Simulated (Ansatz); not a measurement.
C₂H₆AlNOS (`[SH][Al]1[CH2]NC[O]1`), one more setting.

```yaml
crystal:
  periodic: [false, false, false]
  atoms:
    - {symbol: S, position_ang: [0.981818, 3.214448, 0.263862]}
    - {symbol: Al, position_ang: [0.360421, 1.132193, 0.179466]}
    - {symbol: C, position_ang: [0.762616, -0.613155, 0.988084]}
    - {symbol: N, position_ang: [0.105575, -1.467363, -0.027285]}
    - {symbol: C, position_ang: [-1.050669, -0.822689, -0.618151]}
    - {symbol: O, position_ang: [-0.853530, 0.560513, -0.887347]}
    - {symbol: H, position_ang: [0.092624, 3.558136, -0.686178]}
    - {symbol: H, position_ang: [0.295604, -0.772519, 1.966177]}
    - {symbol: H, position_ang: [1.808795, -0.899520, 1.094856]}
    - {symbol: H, position_ang: [0.770647, -1.680929, -0.760432]}
    - {symbol: H, position_ang: [-1.297048, -1.340158, -1.548885]}
    - {symbol: H, position_ang: [-1.899753, -0.924158, 0.069730]}
basis:
  gaussian: {orbitals: pcseg-2}
magnetization: {spin_polarized: true, initial_magnetization: 2}
hamiltonian: {xc: {name: wB97X}, pseudopotentials: {relativity: scalar}}
output: {forces: true}
```

```sh
$ ansatz run in.yaml --threads 4 --pin off --events-out ev --progress --plain --max-ram 10444MiB
```

It prints (some lines left out):

```
Functional definition: wB97X
1456 factors; their error is unknown
347 factors; integrals over basis functions are off by at most 1.3e-5 eV
mean field evaluation 1: about -23167.4166 eV, gradient 4.9e1 eV
mean field evaluation 2: about -23150.0014 eV, gradient 8.0e1 eV
mean field evaluation 4: about -23178.5921 eV, gradient 3.9e0 eV
mean field evaluation 8: about -23178.7930 eV, gradient 7.1e-1 eV
mean field evaluation 16: about -23179.6351 eV, gradient 1.4e0 eV
mean field evaluation 32: about -23179.9850 eV, gradient 7.0e-6 eV
mean field -23179.98501842 eV, -851.8487374689 hartree, gradient 7.0e-6 eV, S^2 2.007520; 4 other end points of the search recorded, 0 dependent functions left out
reference -23179.98499724 eV, -851.8487366905 hartree; 32, 30 occupied and 240, 242 virtual orbitals, 1456 factors
Total energy: -23179.98499724 eV, -851.8487366905 hartree
Relativity: scalar
Atom 0 at     0.981818     3.214448     0.263862 Å, force    -0.518712     0.755597     0.647521 eV/Å
Atom 1 at     0.360421     1.132193     0.179466 Å, force     2.665131     1.277513    -2.683877 eV/Å
Atom 2 at     0.762616    -0.613155     0.988084 Å, force    -0.843024    -4.382887     0.766972 eV/Å
Atom 3 at     0.105575    -1.467363    -0.027285 Å, force     2.148519     3.272715     1.356881 eV/Å
Atom 4 at    -1.050669    -0.822689    -0.618151 Å, force    -2.142558     0.928906    -0.737860 eV/Å
Atom 5 at    -0.853530     0.560513    -0.887347 Å, force    -1.155271    -1.828840     0.560393 eV/Å
Atom 6 at     0.092624     3.558136    -0.686178 Å, force     0.041570    -0.104128     0.157135 eV/Å
Atom 7 at     0.295604    -0.772519     1.966177 Å, force    -0.611295     0.176567     0.207653 eV/Å
Atom 8 at     1.808795    -0.899520     1.094856 Å, force    -0.153389     0.428424    -0.274515 eV/Å
Atom 9 at     0.770647    -1.680929    -0.760432 Å, force     0.352699    -0.313161    -0.130624 eV/Å
Atom 10 at    -1.297048    -1.340158    -1.548885 Å, force     0.094132    -0.018543     0.117556 eV/Å
Atom 11 at    -1.899753    -0.924158     0.069730 Å, force     0.122197    -0.192162     0.012764 eV/Å
Dipole moment:    -0.493944    -1.109680     0.446677 e Å
```

It took 2.3 min on 4 threads of a server CPU on a shared host, with 1.9 GiB of host memory at the peak.
